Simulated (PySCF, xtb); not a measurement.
C2H8BiN, SMILES C[N](C)[BiH2].

xtb 6.7.1 with GFN2-xTB at its own geometry gives an orbital gap of 5.04 eV and a dipole moment of 2.47 D.

Coordinates come from a B3LYP-D3(BJ)/def2-SVP optimisation. The structure was generated by enumeration; whether it is a known compound was not checked. The def2 effective core potentials stand for the cores of Bi; spin–orbit coupling is left out.

Q: What does M06-2X/def2-TZVP (PySCF) give? (The exact figures need the calculation; the answer reports its results.)

A: gap 7.16 eV (levels -7.22 and -0.07 eV), dipole 1.36 D.
